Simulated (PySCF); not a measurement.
Compound: InH2Cl.
Bonds: In1–Cl4. Hydrogens: H2, H3 on In1.

Theory: PBE0-D3(BJ)/def2-SVP geometry optimisation, gas phase, def2 core potentials past Kr in PySCF 2.14.0.

(1) List the bond lengths and angles at this level.

## Answers

(1) 
```json
{"bond": "In1–H2, In1–H3", "length (bohr)": "3.240"}
{"bond": "In1–Cl4", "length (bohr)": "4.470"}
```

Bonds in one row agree within 0.02 bohr and their mean is given. A selection of angles:
```json
{"angle": "H2–In1–H3", "degrees": "134.8"}
{"angle": "H2–In1–Cl4", "degrees": "112.1"}
{"angle": "H3–In1–Cl4", "degrees": "113.0"}
```

In1 (indium bonded to Cl and 2 H) is planar (angles 134.8°, 113.0° and 112.1°, sum 360.0°, 0.00 Å off the plane of its three neighbours).

Point group: C2v (tolerance 0.08 Å). Not checked by PBE0-D3(BJ)/def2-SVP frequencies.

The run took 14 s of wall time on an Arm Neoverse V1 with one thread, shared host with 32 logical CPUs at a one-minute load of 13, and the process peaked at 0.24 GiB of memory. That covers the optimisation of the geometry.
